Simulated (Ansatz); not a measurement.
Calculation: frozen-core CCSD(T)/cc-pVTZ // B3LYP-D3(BJ)/def2-TZVP in Ansatz (an electronic-structure program).

Ansatz 0.2 input:
```yaml
crystal:
  periodic: [false, false, false]
  atoms:
    - { symbol: O, position_ang: [-1.012165, -1.111983, 0.835915] }
    - { symbol: Si, position_ang: [0.015096, -0.327129, -0.093005] }
    - { symbol: O, position_ang: [1.582546, -0.417829, 0.197616] }
    - { symbol: O, position_ang: [-0.456467, -0.242408, -1.612702] }
    - { symbol: O, position_ang: [-0.127029, 1.396025, 0.465413] }
    - { symbol: H, position_ang: [-0.811351, -1.49466, 1.696313] }
    - { symbol: H, position_ang: [2.225672, -0.885143, -0.345106] }
    - { symbol: H, position_ang: [-1.146636, -0.792815, -1.997901] }
    - { symbol: H, position_ang: [-0.93806, 1.921158, 0.362996] }
    - { symbol: H, position_ang: [0.668396, 1.954784, 0.490462] }
basis:
  gaussian: { orbitals: cc-pVTZ }
correlation:
  method: ccsd_t
total_charge: 1
```

Output:

```
Functional definition: HF
1327 factors; integrals over basis functions are off by at most 1.3e-3 eV
mean field evaluation 1: about -16083.3277 eV, gradient 7.8e1 eV
mean field evaluation 2: about -16083.5560 eV, gradient 7.8e1 eV
mean field evaluation 4: about -16092.6655 eV, gradient 3.1e0 eV
mean field evaluation 8: about -16092.7155 eV, gradient 2.7e-1 eV
mean field evaluation 16: about -16083.3277 eV, gradient 7.8e1 eV
mean field -16092.71571782 eV, -591.3963945954 hartree, gradient 1.8e-6 eV, S^2 0.000000; 0 other end points of the search recorded, 0 dependent functions left out
9 core orbitals not correlated
reference -16092.71571782 eV, -591.3963945954 hartree; 16, 16 occupied and 199, 199 virtual orbitals, 1327 factors
second order -29.19004793 eV of doubles, -0.00000000 eV of singles
cycle   1  -28.89747430 eV  change    2.9e-1 eV  update   9.5e-2
cycle   2  -29.44801039 eV  change   -5.5e-1 eV  update   2.5e-2
cycle   3  -29.57044734 eV  change   -1.2e-1 eV  update   1.3e-2
cycle   4  -29.55191465 eV  change    1.9e-2 eV  update   2.5e-3
cycle   5  -29.55146665 eV  change    4.5e-4 eV  update   1.1e-3
cycle   6  -29.55215012 eV  change   -6.8e-4 eV  update   3.0e-4
cycle   7  -29.55195147 eV  change    2.0e-4 eV  update   1.1e-4
cycle   8  -29.55188143 eV  change    7.0e-5 eV  update   3.3e-5
cycle   9  -29.55188494 eV  change   -3.5e-6 eV  update   1.2e-5
perturbative correction -0.99632321 eV, -0.0366142028 hartree
Total energy: -16123.26392597 eV, -592.5190205388 hartree
```

Cost: very roughly 2.9 core-minutes.
